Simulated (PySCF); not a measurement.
**TDDFT excited states: C4H8N2OSi**

Species: C4H8N2OSi.
Structure used (GFN2-xTB), in Å, numbered top down from 1:
```
atom  x, y, z in Å
C1     0.077    2.448   -0.297
C2    -0.261    1.356   -0.964
Si3    0.297   -0.395   -0.554
N4     0.954   -0.291    1.036
C5     2.077   -0.492    1.548
C6    -1.286   -1.454   -0.275
N7    -1.818   -1.422    0.963
O8    -1.798   -2.076   -1.186
H9     0.726    2.403    0.562
H10   -0.277    3.430   -0.573
H11   -0.913    1.455   -1.823
H12    1.076   -0.973   -1.653
H13    2.969   -0.797    0.997
H14    2.206   -0.356    2.619
H15   -1.368   -0.901    1.694
H16   -2.669   -1.928    1.161
```

Theory: PySCF, TDDFT PBE0/def2-SVPD, vertical, gas phase, core orbitals frozen in the response. The geometry optimisation had not met its thresholds, so the values belong to a structure short of the stationary point.

**Question.** Predict the UV-vis stick spectrum at this level.

**Answer.** 

```tsv
state	λ (nm)	E (eV)	f	main configurations (H = HOMO, L = LUMO)
S1	304.9	4.07	0.0005	H-1→L (96%)
S2	277.6	4.47	0.031	H→L (66%), H→L+1 (18%), H→L+2 (10%)
S3	253.4	4.89	0.055	H→L+1 (42%), H→L (31%), H→L+2 (20%)
S4	223.0	5.56	0.036	H→L+2 (41%), H→L+1 (29%), H-2→L (25%)
S5	221.7	5.59	0.0068	H-2→L (73%), H→L+2 (14%), H→L+1 (8%)
S6	214.7	5.77	0.0084	H-1→L+1 (97%)
S7	211.1	5.87	0.0040	H-3→L (98%)
S8	200.8	6.18	0.014	H→L+3 (72%), H-2→L+1 (9%), H→L+2 (8%)
```

Triplets, Tamm–Dancoff:

```csv
state,E (eV),λ (nm),"main configurations (H = HOMO, L = LUMO)"
T1,3.44,360.8,H-1→L (94%)
T2,3.91,317.3,"H→L (42%), H→L+1 (26%), H→L+2 (19%)"
T3,4.22,293.7,"H-3→L+1 (44%), H→L+1 (19%), H→L (17%)"
```

The lowest singlet comes at 305 nm (392 kJ/mol) in the ultraviolet; it is very weak; its leading configuration is HOMO-1→LUMO (96%). The most intense listed level is S3 at 4.89 eV (253 nm, f = 0.055), 0.83 eV above S1. Löwdin shares by element: HOMO oxygen 56%, carbon 15% or more, silicon 9%, nitrogen 6% or more; LUMO carbon 40% or more, nitrogen 32% or more, hydrogen 12% or more (atoms not listed hold the other 15%). Of the 8 states listed, 4 reach f = 0.01 and none stays under 0.0005. Weighted by f, the mean energy of these states is 5.17 eV. The listed states span 2.11 eV, and the widest gap between neighbours is 0.67 eV (S3 to S4). No computed singlet lies in the visible range (380 to 750 nm); the lowest, at 305 nm, stands 0.80 eV above its violet end (3.26 eV). Singlets were solved by full linear response, triplets in the Tamm–Dancoff approximation.

One conformer stands for the species.
